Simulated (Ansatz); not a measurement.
Job for Ansatz (a quantum-chemistry and plane-wave program): R-r2SCAN/def2-TZVPP on H2O2Pb (SMILES [OH][Pb][OH]), a point of a torsion scan. Elements past Kr take the def2 small-core potentials; no spin–orbit coupling.

Ansatz 0.2 input:
```yaml
crystal:
  periodic: [false, false, false]
  atoms:
    - {symbol: O, position_ang: [1.27862820, 0.40191213, -0.60529687]}
    - {symbol: Pb, position_ang: [-0.26537636, -1.08624591, -0.48912995]}
    - {symbol: O, position_ang: [-1.89769920, 0.26052394, -0.60726026]}
    - {symbol: H, position_ang: [2.13728811, 0.31768751, -0.20218686]}
    - {symbol: H, position_ang: [-1.76828740, 1.20055834, -0.69290347]}
basis:
  gaussian:
    orbitals: def2-TZVPP
hamiltonian:
  xc: {name: r2SCAN}
scf: {lower_state_search: off}
```

Program output:

```
WARN ansatz: RAYON_NUM_THREADS=1 ignored (pool sized by the plan → 1); use --threads N
Functional definition: r2SCAN
these checks for a lower state are left out or cut short: stability, starts, cluster_reference, orbital_swaps, neighbouring_geometries, increment
integrals: 0.05 GiB planned
802 factors; their error is unknown
mean field: 0.39 GiB planned
mean field evaluation 1: about -9362.8868 eV, gradient 9.4e1 eV
mean field evaluation 2: about -9202.5566 eV, gradient 2.4e2 eV
mean field evaluation 4: about -9377.9458 eV, gradient 1.9e1 eV
mean field evaluation 8: about -9378.5396 eV, gradient 2.3e-1 eV
mean field evaluation 16: about -9378.5341 eV, gradient 9.9e-5 eV
mean field -9378.53407897 eV, -344.6547704035 hartree, gradient 6.5e-6 eV, S^2 0.000000; 0 other end points of the search recorded, 0 dependent functions left out
reference -9378.53409233 eV, -344.6547708945 hartree; 20, 20 occupied and 120, 120 virtual orbitals, 802 factors
Total energy: -9378.53409233 eV, -344.6547708945 hartree
Checks for a lower state left out: stability, starts, cluster_reference, orbital_swaps, neighbouring_geometries, increment
```

The calculation finished and met its thresholds.

Cost: about 1.5 core-seconds (a rough figure).
